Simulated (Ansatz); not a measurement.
Geometry optimisation, Ansatz, UKS CAM-B3LYP-D4/def2-SVP.

Input:

```yaml
crystal:
  periodic: [false, false, false]
  atoms:
    - { symbol: B, position_ang: [-1.1756, 0.05323, -0.97224] }
    - { symbol: O, position_ang: [-0.13928, 0.02236, -0.13133] }
    - { symbol: Ga, position_ang: [1.1816, -0.04357, 0.96989] }
    - { symbol: H, position_ang: [-1.93294, -0.84974, -0.99472] }
    - { symbol: H, position_ang: [-1.32289, 0.98127, -1.6842] }
    - { symbol: H, position_ang: [0.93302, 0.58315, 2.35983] }
    - { symbol: H, position_ang: [2.45608, -0.7467, 0.45277] }
magnetization:
  spin_polarized: true
basis:
  gaussian: { orbitals: def2-SVP }
hamiltonian:
  xc: cam_b3lyp
  dispersion: d4
relax:
  f_tol: 0.02
  max_steps: 50
```

Launched with:

```bash
$ ansatz run input.yaml --threads 2 --pin off --max-ram 3072MiB --backend cpu --events-out ev --progress --plain --runs-dir out
```

Task: Where does it end, and by what steps?

Result: The run converged. After 4 steps the energy has fallen by 0.078 eV; Ga3 moved furthest, 0.05 Å.

| step | energy less start (eV) | largest force component (eV/Å) | accepted |
| --- | --- | --- | --- |
| 0 | 0.0000 | 1.266 | yes |
| 1 | -0.0623 | 0.666 | yes |
| 2 | -0.0767 | 0.137 | yes |
| 3 | -0.0775 | 0.110 | yes |
| 4 | -0.0778 | 0.004 | yes |

```xyz
7
Properties=species:S:1:pos:R:3
B -1.178 0.052 -0.974
O -0.149 0.019 -0.133
Ga 1.216 -0.053 1.004
H -1.975 -0.866 -0.988
H -1.313 1.000 -1.722
H 0.919 0.587 2.384
H 2.480 -0.740 0.428
```

Whether the end is a true minimum wasn't checked by a vibrational analysis.

Time of the run: 16 s on 2 threads of Arm Neoverse V1, on a shared host, peak memory 0.24 GiB.
